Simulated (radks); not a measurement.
Values are calculated unless marked as measured or tabulated.
Task: These are the eigenvalues of the occupied orbitals of an atom or ion with whole-number occupations (eV). Level of theory: non-relativistic Kohn-Sham, PBE, spin-polarised, spherical densities, point nucleus (a radial shooting solver on a logarithmic mesh with Libxc functionals).

orbital  eigenvalue
1s        -65811.52
2s        -11054.39
2p        -10613.38
3s        -2720.010
3p        -2514.785
3d        -2132.293
4s        -739.0823
4p        -652.5702
4d        -494.4872
4f        -285.6222
5s        -282.7133

Which element is it, and in what charge state? The configuration may be excited. Open shells, if any, are filled with parallel spins first.

Result: Z = 75, rhenium, charge +13: Re13+ in [Kr] 4d10 4f14 5s2. The list shows which subshells hold electrons but not how many an open one holds; the 1s level, -2418.5 hartree, gives Z - s = 69.5 by -(Z - s)^2/2, which with screening narrows Z to a few neighbours, and the depths of the outer levels then fix element, charge and occupations together.
